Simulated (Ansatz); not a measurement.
Reaction (redistribution): `C[O][Al]1[CH2][NH]1` + `C[NH][GeH]([F])[Cl]` → `[Cl][Al]1[CH2][NH]1` + `C[NH][GeH]([F])[O]C`

Gas-phase electronic energies from Ansatz, PBE0-D4/def2-TZVP geometries. CCSD(T)/CBS is the MP2 limit (def2-TZVPP, def2-QZVPP) plus CCSD(T) − MP2 in def2-TZVPP, frozen cores. Functionals use def2-TZVPP. B3LYP here is the variant with VWN-RPA as its local correlation; programs differ in this. For Ge outer-core shells are correlated without core-valence functions, which leaves a few kJ/mol of doubt a bond. Scalar relativity is left out up to krypton. One conformer a species, not always the lowest.

```json
{"level": "PBE0-D4", "ΔE (kJ/mol)": "1.5"}
{"level": "B3LYP", "ΔE (kJ/mol)": "4.7"}
{"level": "SCS-MP2/def2-TZVPP", "ΔE (kJ/mol)": "-1.5"}
{"level": "MP2/def2-QZVPP", "ΔE (kJ/mol)": "-1.3"}
```

Problem. What does CCSD(T)/CBS give? (Best estimate.)

Solution. Ansatz gave: -3.1 kJ/mol. The listed levels differ from it by 4.6, 7.8, 1.6, 1.8 kJ/mol.

Largest T1 diagnostic among the species: 0.013.

In def2-TZVPP, CCSD(T) changes the Hartree–Fock value by −5.1 kJ/mol (the triples alone add −1.3 kJ/mol) and MP2 by −3.6 kJ/mol.
